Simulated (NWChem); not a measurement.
System: CH3FZn; SMILES [Zn]([CH3])[F]

Here is an NWChem input.

```
start job
memory heap 200 mb stack 900 mb global 1100 mb
geometry units angstroms noautoz
  Zn     0.000000     0.000000     0.028599
  F      0.000000     0.000000     1.775639
  C      0.000000     0.000000    -1.892844
  H     -0.535613    -0.879137    -2.282748
  H      1.029161    -0.024286    -2.282748
  H     -0.493549     0.903423    -2.282748
end
basis spherical
  Zn library def2-svp
  F library def2-svp
  C library def2-svp
  H library def2-svp
end
dft
  xc xpbe96 cpbe96
  iterations 150
  mulliken
end
task dft energy
```

Structure relaxed at the PBE0/def2-SVP level.

### Question
Predict the main results of this run. (PBE/def2-SVP.) Quantities: energy (Ha); highest occupied level (eV); orbital gap (eV); dipole (D).

### Answer
- energy (Ha) = -1918.38
- highest occupied level (eV) = -7.14
- orbital gap (eV) = 6.10
- dipole (D) = 2.35
